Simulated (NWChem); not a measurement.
## Basis-set dependence for hydrogen selenide (H₂Se)

```
Se
H 1 1.4692
H 1 1.4692 2 91.26
```
Charge 0, spin multiplicity 1.

All runs are NWChem calculations. Structure: optimised with PBE0/def2-SVP, a minimum by its harmonic frequencies.

Hartree-Fock energies in Ha, correlation energies in mHa.

The Hamiltonian is non-relativistic. The correlated methods keep 9 core orbitals frozen. No row is a measurement; the coupled-cluster row has its own basis-set and correlation limits.

```
basis      functions          RHF     MP2  SCS-MP2     CCSD  CCSD+T(CCSD)  CCSD(T)  CR-CCSD[T]  CR-CCSD(T)
---------  ---------  -----------  ------  -------  -------  ------------  -------  ----------  ----------
3-21G             26  -2389.61229   -53.9    -59.4    -70.2         -70.7    -70.7       -70.6       -70.6
def2-SVP          42  -2400.70523  -247.7   -235.8   -260.1        -266.1   -265.8      -265.2      -264.9
def2-TZVP         60  -2401.00327  -279.2   -267.7   -294.2        -303.8   -303.4      -302.3      -301.9
def2-QZVP        135  -2401.05183  -360.0   -343.9  not run       not run  not run     not run     not run
```

From def2-TZVP to def2-QZVP the Hartree-Fock energy moves by -48.6 mHa and the MP2 correlation energy by -80.7 mHa, which is 22 % of its value in the larger set.
